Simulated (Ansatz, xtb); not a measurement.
## Relative energy of two isomers of C6H8O

Structure X is `CC1=CCC(O)=C1`, a singlet and structure Y is `CC1=CC(=O)CC1`, a singlet. Both are isolated molecules in the gas phase, relaxed with B3LYP/def2-SVP; the shapes shown needn't be the lowest conformers.

X (Å):

```yaml
atoms:
  - { symbol: C, position_ang: [-1.7758, -0.8489, 0.0374] }
  - { symbol: C, position_ang: [-0.8862, 0.2885, 0.4364] }
  - { symbol: C, position_ang: [-0.9998, 1.0827, 1.5291] }
  - { symbol: C, position_ang: [0.1126, 2.0989, 1.5327] }
  - { symbol: C, position_ang: [0.8720, 1.7608, 0.2791] }
  - { symbol: C, position_ang: [0.2886, 0.7116, -0.3519] }
  - { symbol: O, position_ang: [1.9625, 2.4879, -0.0448] }
  - { symbol: H, position_ang: [-2.2293, -0.6730, -0.9539] }
  - { symbol: H, position_ang: [-2.5893, -0.9985, 0.7627] }
  - { symbol: H, position_ang: [-1.2079, -1.7928, -0.0394] }
  - { symbol: H, position_ang: [-1.7688, 1.0151, 2.2994] }
  - { symbol: H, position_ang: [0.7667, 2.0256, 2.4215] }
  - { symbol: H, position_ang: [-0.2512, 3.1429, 1.5036] }
  - { symbol: H, position_ang: [2.3370, 2.1510, -0.8705] }
  - { symbol: H, position_ang: [0.6188, 0.2472, -1.2838] }
```

Y (Å):

```
atom    x (Å)    y (Å)    z (Å)
   C   0.5073   2.1884   1.1244
   C   0.0843   0.9939   0.3334
   C   0.8628   0.2062  -0.4379
   C   0.0728  -0.8787  -1.0606
   C  -1.3810  -0.7015  -0.5866
   C  -1.3612   0.5324   0.3307
   O   0.4730  -1.7481  -1.8029
   H   0.2758   2.0474   2.1950
   H  -0.0517   3.0849   0.8031
   H   1.5825   2.3937   1.0244
   H   1.9353   0.3194  -0.6067
   H  -1.7072  -1.6217  -0.0765
   H  -2.0332  -0.5827  -1.4663
   H  -2.0207   1.3438  -0.0254
   H  -1.6922   0.3079   1.3604
```

Q: Which of the two would you expect CCSD(T)/def2-SVP + ΔMP2/def2-TZVPP electronic energies to favour?

A: Structure Y; the calculation gives E(Y) − E(X) = −15.0 kcal/mol.

The same difference at several levels:

```tsv
level	geometry	E(Y) − E(X) (kcal/mol)	departure from the last row (kcal/mol)	job, with rough time for the two
GFN2-xTB	GFN2-xTB	−9.5	+5.6	optimisation, 0.43 s
HF/STO-3G	GFN2-xTB	−20.4	−5.4	single point, 1.9 s
r2SCAN-D4/def2-SVP	GFN2-xTB	−16.7	−1.7	single point, 11 s
B3LYP/def2-SVP	B3LYP/def2-SVP	−16.5	−1.5	optimisation, 2.3 min
HF/def2-SVP	B3LYP/def2-SVP	−19.4	−4.4	part of the CCSD(T) run
MP2/def2-SVP	B3LYP/def2-SVP	−16.2	−1.1	part of the CCSD(T) run
CCSD(T)/def2-SVP	B3LYP/def2-SVP	−17.0	−1.9	single point
CCSD(T)/def2-SVP + ΔMP2/def2-TZVPP	B3LYP/def2-SVP	−15.0		single point, 4.2 min
```

As drawn, Y has 1 C–C, 1 C=O, 1 C–H in place of 1 C=C, 1 C–O, 1 O–H.

None of the levels shown reverses the order. The largest departure from CCSD(T)/def2-SVP + ΔMP2/def2-TZVPP is that of GFN2-xTB, 5.6 kcal/mol. The last row adds to CCSD(T) the change of the MP2 difference between the two basis sets, here +1.9 kcal/mol.

With thermal terms from frequencies at re-optimised GFN2-xTB minima (ideal gas, soft modes damped towards free rotors, one conformer each, 298.15 K, 1 atm): on the last row, ΔE + ΔZPE = −14.5, ΔH = −14.5, ΔG = −14.9 kcal/mol.

The correlated steps freeze 7 core orbitals. Codes used: Ansatz 0.2.0, xtb 6.7.1; the last row on 2 threads of Intel(R) Xeon(R) Processor @ 2.50GHz (Skylake/Cascade Lake) on a shared host.
